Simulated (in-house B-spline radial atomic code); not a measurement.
## Ionising Mn⁵⁺ with different functionals

Computed with a radial B-spline atomic code at the basis-set limit: four-component Dirac-Coulomb Hamiltonian, Fermi nucleus of rms radius 3.7057 fm, spin-restricted, spherical fractional occupations for the functionals. The ionisation energy is the difference of two self-consistent energies, [Ar] 3d2 → [Ar] 3d1, without Breit or QED terms; ε is the level of the shell that loses the electron (mean over j). The electron is taken from both j subshells in proportion to 2j + 1, so the result is a j average, not the step between ground levels.

Hybrids are left out here: with spherical fractional occupations of an open shell their exact exchange keeps a self-interaction that integer-occupation calculations don't have.

```
           method  rung  ΔSCF (eV)  -ε(3d) (eV)
         LDA VWN5   LDA      94.57        82.81
 relativistic LDA   LDA      94.60        82.84
         LDA PW92   LDA      94.56        82.80
LDA exchange-only   LDA      92.62        80.90
              PBE   GGA      94.26        82.51
           PBEsol   GGA          ?            ?
             BLYP   GGA      94.22        82.47
             RPBE   GGA      94.18        82.43
             PW91   GGA      94.42        82.66
             BP86   GGA          ?            ?
             AM05   GGA      94.25        82.50
             OLYP   GGA      94.60        82.83
```

(1) What does PBEsol give?

(2) What does BP86 give?

(3) How do they compare with the NIST value?

Answers

(1) ΔSCF 94.22 eV, and -ε(3d) = 82.47 eV.

(2) ΔSCF 94.32 eV, and -ε(3d) = 82.56 eV.

(3) NIST lists 95.60 eV ± 0.025 (measured, ground level to ground level). Errors run from -2.98 to -1.00 eV. The correlated functionals all miss on the same side by more than they spread, so the cause is common to them (Breit-QED terms, spin polarisation, the choice among j levels, multiplet and fine-structure energies, or a listed next ion that isn't the cheapest removal here) and closeness doesn't rank the functionals.
